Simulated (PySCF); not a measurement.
Ga(H)2(OEt) (C₂H₇GaO), SMILES CC[O][GaH2].

Geometry: TPSSh-D3(BJ)/def2-SVP. Other conformers were not sampled.

All values below come from PySCF with C-PCM-M06-2X/def2-SVP.

The values are the electrostatic part of the solvation free energy, E(continuum) − E(gas) at the gas-phase geometry, in a cavity of scaled van der Waals radii (PySCF's table); cavitation and dispersion terms are not included. A continuum can't describe solvent molecules that bind to the metal. In vacuum the orbital gap is 8.62 eV. The dipole moment in vacuum is 1.31 D.

Computed values in water (ε = 78.36), n-hexane (ε = 1.88), diethylether (ε = 4.24):
```tsv
solvent	ε	ΔG(elec) (kcal/mol)	dipole (D)	gap (eV)
water	78.36	-4.4	1.69	8.95
n-hexane	1.88	-2.0	1.46	8.77
diethylether	4.24	-3.3	1.58	8.87
```
